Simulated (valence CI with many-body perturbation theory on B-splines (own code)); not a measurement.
Results of a calculation; reference values are marked as such.
# Sensitivity of CI+MBPT for Hf⁴⁹⁺

Method: relativistic CI+MBPT: five valence electrons over a frozen Dirac-Fock core [Ar], radial functions for each j: 6 s, 6 p, 5 d, 5 f, 1 g, with the one-electron correlation potential Σ1 (screened to all orders), the two-electron term Σ2, the three-electron term Σ3, Breit, model QED; selected single and double excitations, second order for the rest, scaled by the run's own slope (own B-spline code, finite nucleus).

No measured spectrum was set against this ion. As an estimate, large intervals hold to a few tenths of a per cent, small ones and those within an open d or f shell to about a per cent. Among the levels kept, up to 420 cm⁻¹ of a level comes from second order outside the variational space, and about a tenth of that is noise between levels of different J, which matters for small intervals. Only levels of the ground parity were solved; by the run's estimate the other parity begins above the list, which can be wrong where configurations are misplaced.

The reference run has the lowest level (3d3/2^4 3d5/2) J=5/2 and an ionisation energy of 4372.50 eV. Its largest variational space holds 10000 state functions.

Levels are named by their leading jj configuration (3d3/2^4 stands for four electrons in 3d with j = 3/2), which in mixed levels can hold well under half, so a name can repeat and another be missing. Letters in brackets count levels of one name in rising energy.

Changed runs:
A. Davidson tolerance 2e-05 → 0.001; scale of Σ2 1 → 0.8
B. lowest core n in screening and Σ2 1 → 4
C. hole-hole ladder in Σ2 on → off
D. logarithmic knot step 0.27 → 0.8 (bad on purpose)

Excitation energies of the reference run in cm⁻¹, and shifts in cm⁻¹:

```csv
Level,Reference,A,C,D
(3d3/2^3 3d5/2^2) J=5/2 [a],403993,-1044,-4914,+107
(3d3/2^3 3d5/2^2) J=7/2 [a],496127,-632,-4489,+39
(3d3/2^3 3d5/2^2) J=11/2,506858,-1366,-8657,+46
(3d3/2^3 3d5/2^2) J=3/2 [a],509930,-299,-488,+41
(3d3/2^3 3d5/2^2) J=9/2,549054,-735,-5725,+46
(3d3/2^3 3d5/2^2) J=5/2 [b],576993,+65,-1584,+127
(3d3/2^3 3d5/2^2) J=1/2,602864,+229,+1016,+48
(3d3/2^3 3d5/2^2) J=7/2 [b],613048,+61,-2393,+45
(3d3/2^3 3d5/2^2) J=3/2 [b],740995,+520,+7548,+60
(3d3/2^2 3d5/2^3) J=5/2 [a],892825,-1530,-5251,+96
(3d3/2^2 3d5/2^3) J=7/2 [a],959432,-1311,-7210,+86
(3d3/2^2 3d5/2^3) J=11/2,963481,-2142,-12170,+90
Ionisation energy (eV),4372.50,-2.16,-0.61,-0.027
```

Run B: It gave no result: the setting left no core shell for the response of the core. The program said: "need at least one array to concatenate".
